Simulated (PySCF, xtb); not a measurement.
MoOF2, SMILES [O]=[Mo]([F])[F] (connectivity only; charge and spin as stated), neutral, multiplicity 3.

Harmonic wavenumbers (cm⁻¹) from xtb with GFN2-xTB at its own minimum, in rising order: 98, 165, 188, 457, 498, 988.

### Question
What does B3LYP-D3(BJ)/def2-TZVP (PySCF 2.14.0) give at its own minimum? (An estimate is asked for; the answer gives what the named calculation found.)

### Answer
150, 167, 205, 652, 664, 1058. Paired by order, the mean absolute difference is 84 cm⁻¹ and the zero-point energies are 3.4 and 4.1 kcal/mol.
